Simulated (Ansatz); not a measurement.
`N[SiH2][SbH2]` → `[NH2][SbH2]` + `[SiH2]` at 400 K and 1 bar (silylene formation by 1,1-elimination).

Isolated molecules relaxed with PBE0-D4/def2-TZVP in Ansatz; ΔE leaves out vibrations. CBS: MP2 limit from def2 TZ/QZ plus the TZ coupled-cluster correction, frozen cores. This one scheme is used for every species. def2 core potentials past Kr. For Sb outer-core shells are correlated without core-valence functions, which leaves a few kJ/mol of doubt a bond. Each species was taken in one conformer, which may not be the lowest.

```json
{"species": "`N[SiH2][SbH2]`", "CCSD(T)/CBS energy (Eh)": "-587.42139", "H − E (kJ/mol)": "179.6", "S (J/(mol·K))": "377.1"}
{"species": "`[NH2][SbH2]`", "CCSD(T)/CBS energy (Eh)": "-297.10356", "H − E (kJ/mol)": "122.5", "S (J/(mol·K))": "298.1"}
{"species": "`[SiH2]`", "CCSD(T)/CBS energy (Eh)": "-290.19011", "H − E (kJ/mol)": "44.2", "S (J/(mol·K))": "218.1"}
```

H − E and S are ideal-gas, rigid-rotor, harmonic terms from PBE0-D4/def2-TZVP, for one conformer and one mirror image of each species. 1 Eh = 2625.50 kJ/mol, R = 8.31446 J/(mol·K).

**Question.** By hand: ΔE, ΔH, ΔS and ΔG.

**Answer.** ΔE = (-297.10356) + (-290.19011) − (-587.42139) = 0.12772 Eh = 335.3 kJ/mol. Δ(H − E) = 122.5 + 44.2 − 179.6 = -12.9, so ΔH = 322.4 kJ/mol. ΔS = 298.1 + 218.1 − 377.1 = 139.1 J/(mol·K). ΔG = 322.4 − 400 × (139.1)/1000 = 266.8 kJ/mol.

**Question.** By hand: the equilibrium constant, and the temperature at which ΔG would vanish if ΔH and ΔS stayed fixed.

**Answer.** log₁₀ K = −ΔG/(RT ln 10) = -34.8. ΔG = 0 at ΔH/ΔS = 2318 K.

The number of gas molecules changes by +1, which sets the sign of ΔS. A doubt of 5 kJ/mol in ΔE shifts log₁₀ K by 0.7 here. Other conformers and mirror images would add mixing entropy, several J/(mol·K) or more a flexible species. These are equilibria of isolated gas molecules and say nothing of rates. Largest T1 diagnostic: 0.014 (customary marks: 0.02 for closed shells, 0.045 for open ones).
